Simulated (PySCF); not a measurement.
Gas-phase reaction: 2 SnH₂ + 4 Cl → SnHCl₃ + SnH₃Cl

Computed with PySCF (xtb for GFN2) and rigid-rotor harmonic-oscillator thermochemistry at 1 bar. † marks an energy on the PBE0/def2-TZVP geometry and frequencies; other levels use their own. Open shells (unrestricted): Cl (multiplicity 2); the rest are closed-shell singlets. GFN2 has no spin-polarisation term. Spin-orbit splitting is ignored; it lowers the true energy and changes the entropy of Cl. Sn: scalar-relativistic def2 core potential, no spin-orbit coupling. SnH₂, SnHCl₃, SnH₃Cl: computed as isolated molecules; such fragments, hydroxides, amides, oligomers or adducts are transient or little studied in the gas.

GFN2-xTB gives ΔH°(298 K) = -1025 kJ.

Q: What do LDA/def2-TZVP†, r2SCAN/def2-TZVP†, PBE0/def2-QZVP† give?

A: LDA/def2-TZVP†: -1533 kJ; r2SCAN/def2-TZVP†: -1349 kJ; PBE0/def2-QZVP†: -1322 kJ. For scale, ΔH°(298 K) is -1025 kJ at this level, -1334 kJ at ωB97M-V/def2-TZVP†, and runs from -1533 to -1006 kJ over the 18 levels computed († marks an energy on the PBE0/def2-TZVP geometry).
